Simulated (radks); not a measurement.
Results of a calculation; reference values are marked as such.
Charge is removed step by step from the 3s1/2 level of the argon ion Ar+, starting from [Ne] 3s2 3p5. Code: a radial shooting solver on a logarithmic mesh with Libxc functionals. Model: Dirac Kohn-Sham, PBE, spin-unpolarised, spherical densities, finite nucleus; open shells are shared between the two j in proportion to 2j + 1; Fermi nuclear charge, rms radius 3.4274 fm.

removed (e)  E - E(0) (eV)  eigenvalue (eV)  E minus straight line (eV)
0                    0.000          -36.695                       0.000
0.25                 9.609          -40.192                      -1.344
0.5                 20.102          -43.766                      -1.805
0.75                31.498          -47.413                      -1.363
1                   43.814          -51.129                       0.000

Removing the whole electron costs 43.814 eV by Delta-SCF, against 36.695 eV from minus the eigenvalue at the starting occupation. Slater's transition state (half an electron removed) gives 43.766 eV. Integrating minus the eigenvalue over the occupation (Janak's theorem) gives 43.814 eV. The mean slope of the eigenvalue, de/dn, is 14.4 eV per electron.
